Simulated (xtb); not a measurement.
C3H7O (SMILES C[C](C)O), doublet, at a GFN2-xTB geometry; GFN2-xTB (xtb).

The xtb input:
```
$ xtb mol.xyz --gfn 2 --uhf 1 --hess --json

# file mol.xyz
11

O      0.00603261     1.39945068     0.10521327
C     -0.01052600     0.01737478     0.17269437
H      0.91691624     1.70866002     0.14601563
C     -1.34102772    -0.59836921    -0.06927069
C      1.24583048    -0.72781260    -0.10982389
H     -1.49928663    -0.83397408    -1.12962906
H      1.48877769    -0.74519186    -1.18250461
H     -2.11939352     0.09363073     0.24088969
H      2.09395553    -0.27939847     0.41110616
H     -1.43953471    -1.52700685     0.49162855
H      1.14464384    -1.75948281     0.21918865
```

Q: Predict the main parts of the log of this xtb run.

A: 
```
   ID    Z sym.   atoms
    1    8 O      1
    2    6 C      2, 4, 5
    3    1 H      3, 6-11

           -------------------------------------------------
          |                Calculation Setup                |
           -------------------------------------------------

           -------------------------------------------------
          |                 G F N 2 - x T B                 |
           -------------------------------------------------

          ...................................................
          :                      SETUP                      :
          :.................................................:
          :  # basis functions                  23          :
          :  # atomic orbitals                  23          :
          :  # shells                           15          :
          :  # electrons                        25          :
          :  max. iterations                   250          :
          :  Hamiltonian                  GFN2-xTB          :
          :  restarted?                      false          :
          :  GBSA solvation                  false          :
          :  PC potential                    false          :
          :  electronic temp.          300.0000000     K    :
          :  accuracy                    1.0000000          :
          :  -> integral cutoff          0.2500000E+02      :
          :  -> integral neglect         0.1000000E-07      :
          :  -> SCF convergence          0.1000000E-05 Eh   :
          :  -> wf. convergence          0.1000000E-03 e    :
          :  Broyden damping             0.4000000          :
          :  net charge                          0          :
          :  unpaired electrons                  1          :
          ...................................................

 iter      E             dE          RMSdq      gap      omega  full diag
   1    -14.1333878 -0.141334E+02  0.282E+00    8.92       0.0  T
   2    -14.1430464 -0.965867E-02  0.150E+00    9.07       1.0  T
   3    -14.1436601 -0.613628E-03  0.556E-01    8.97       1.0  T
   4    -14.1437527 -0.926732E-04  0.117E-01    8.99       1.0  T
   5    -14.1437737 -0.209417E-04  0.576E-02    8.98       1.0  T
   6    -14.1437764 -0.270746E-05  0.153E-02    8.99       2.0  T
   7    -14.1437766 -0.204031E-06  0.394E-03    8.99       7.7  T
   8    -14.1437766 -0.934756E-08  0.107E-03    8.99      28.1  T
   9    -14.1437766 -0.425868E-08  0.325E-04    8.99      92.7  T
[...]
         :: total energy             -13.982805951740 Eh    ::
[...]
          :  imag. cutoff                  -20.0000000 cm⁻¹ :
          :.................................................:

    mode    ω/cm⁻¹     T·S(HO)/kcal·mol⁻¹    T·S(FR)/kcal·mol⁻¹   T·S(vib)
   ------------------------------------------------------------------------
       1    103.52    -1.00982 ( 94.84%)    -0.84033 (  5.16%)    -1.00107
       2    116.62    -0.94083 ( 96.73%)    -0.80509 (  3.27%)    -0.93640
       3    246.23    -0.52398 ( 99.83%)    -0.58400 (  0.17%)    -0.52408
   ------------------------------------------------------------------------

   temp. (K)  partition function   enthalpy   heat capacity  entropy
                                   cal/mol     cal/K/mol   cal/K/mol   J/K/mol
 298.15  VIB   16.6                 2063.312     13.408     12.465
         ROT  0.468E+05              888.752      2.981     24.351
         INT  0.779E+06             2952.064     16.389     36.816
         TR   0.439E+27             1481.254      4.968     38.132
         TOT                        4433.3179    21.3574    74.9488   313.5857

       T/K    H(0)-H(T)+PV         H(T)/Eh          T*S/Eh         G(T)/Eh
   ------------------------------------------------------------------------
    298.15    0.706494E-02    0.986246E-01    0.356106E-01    0.630140E-01
   ------------------------------------------------------------------------

         :::::::::::::::::::::::::::::::::::::::::::::::::::::
         ::                  THERMODYNAMIC                  ::
         :::::::::::::::::::::::::::::::::::::::::::::::::::::
         :: total free energy         -13.919791963490 Eh   ::
         ::.................................................::
         :: total energy              -13.982805951789 Eh   ::
         :: zero point energy           0.091559630457 Eh   ::
         :: G(RRHO) w/o ZPVE           -0.028545642158 Eh   ::
         :: G(RRHO) contrib.            0.063013988299 Eh   ::
         :::::::::::::::::::::::::::::::::::::::::::::::::::::

           -------------------------------------------------
          | TOTAL ENERGY              -13.982805951789 Eh   |
          | TOTAL ENTHALPY            -13.884181379568 Eh   |
          | TOTAL FREE ENERGY         -13.919791963490 Eh   |
          | GRADIENT NORM               0.000144689715 Eh/α |
          | HOMO-LUMO GAP               8.990570698798 eV   |
           -------------------------------------------------

normal termination of xtb
```
